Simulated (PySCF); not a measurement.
All values below come from PBE-D3(BJ)/def2-TZVP // PBE0-D3(BJ)/def2-TZVP in PySCF. Gas-phase values, no solvent. Excitations are Tamm–Dancoff values on a coarser integration grid. The basis has no diffuse functions, so Rydberg states are missing or too high.

Reference species (SMILES): `C#C[SiH]=O` (neutral, multiplicity 1).

```
Property              Result
-------------------  -------
T1 excitation (TDA)  3.26 eV
S1 excitation (TDA)  3.58 eV
dipole moment         4.25 D
HOMO–LUMO gap        3.47 eV
```

Changed species: `c1c[si]1=O`.

**Question.** What does the change do to the T1 excitation (TDA), S1 excitation (TDA), dipole moment and HOMO–LUMO gap?

**Answer.** the T1 excitation (TDA) goes up by 0.49 eV, to 3.75 eV; the S1 excitation (TDA) goes up by 0.62 eV, to 4.20 eV; the dipole moment rises by 0.21 D, to 4.46 D; the HOMO–LUMO gap rises by 0.56 eV, to 4.03 eV.
